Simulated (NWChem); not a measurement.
LaBrCl$_{2}$; SMILES [Cl][La]([Br])[Cl]

```xyz
4

La    -0.1406     0.4179     0.0000
Cl     0.1695     1.7085     2.2366
Cl     0.1695     1.7085    -2.2366
Br     0.0642    -2.3403     0.0000
```
Atoms are numbered in this order, from 1.

Geometry: optimised at PBE0/def2-SVP. def2 effective core potentials on La; no spin-orbit coupling.

Symmetry labels are those of Cs in the frame above (b1 and b2, or b-type labels, depend on it).

Q: List the 4 lowest vertical singlet excitations from B3LYP/def2-SVP with def2 effective core potentials on La, TDA (NWChem).

A: 
```
state  energy (eV)  oscillator strength  symmetry  leading excitation (squared amplitude)
-----  -----------  -------------------  --------  --------------------------------------
S1            3.93                0.003        a"                      HOMO → LUMO (1.00)
S2            4.11                0.021        a'                    HOMO−1 → LUMO (0.99)
S3            4.24                0.004        a'                    HOMO−2 → LUMO (0.99)
S4            4.42                0.002        a"                    HOMO−3 → LUMO (1.00)
```
